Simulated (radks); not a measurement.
Results of a calculation; reference values are marked as such.
These are the eigenvalues of the occupied orbitals of an atom or ion with whole-number occupations (hartree). Code: a radial shooting solver on a logarithmic mesh with Libxc functionals. Model: scalar-relativistic Kohn-Sham, AM05, spin-unpolarised, spherical densities, finite nucleus; Fermi nuclear charge, rms radius of each element as measured or else 0.836 A^(1/3) + 0.57 fm.

orbital  eigenvalue
1s        -103.6188
2s        -11.93766
2p         -9.73071
3s         -2.91184
4s         -1.19209

Which element is it, and in what charge state? The configuration may be excited.

Answer. Z = 17, chlorine, charge +4: Cl4+ in [Ne] 3s2 4s1. The list shows which subshells hold electrons but not how many an open one holds; the 1s level, -103.62 hartree, gives Z - s = 14.4 by -(Z - s)^2/2, which with screening and relativity narrows Z to a few neighbours, and the depths of the outer levels then fix element, charge and occupations together.
